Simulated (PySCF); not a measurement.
Computed IR spectrum (relative IR intensity) of a molecule C6H18OSi2. Geometry: B3LYP-D3(BJ)/def2-SVP. The values are those of a single conformer. All values below come from B3LYP-D3(BJ)/def2-SVP (PySCF). Frequencies are harmonic and unscaled.

| ν (cm⁻¹) | relative intensity |
|---|---|
| 319 | 2.1 |
| 322 | 3.8 |
| 768 | 6.2 |
| 772 | 5.6 |
| 842 | 27 |
| 853 | 2.1 |
| 863 | 33 |
| 866 | 31 |
| 905 | 2.3 |
| 1043 | 100 |
| 1269 | 12 |
| 1271 | 10 |
| 1275 | 7.6 |
| 1447 | 2.4 |
| 3109 | 2.6 |
| 3115 | 8.3 |
| 3118 | 4.8 |

**Question.** Which structure fits?
(A) C[Si](C)(C)C[Si](C)(C)O
(B) CO[Si](C)(C)[Si](C)(C)C
(C) C[Si](C)(C)O[Si](C)(C)C
(D) C[SiH](C)CC[Si](C)(C)O

**Answer.** C, C[Si](C)(C)O[Si](C)(C)C
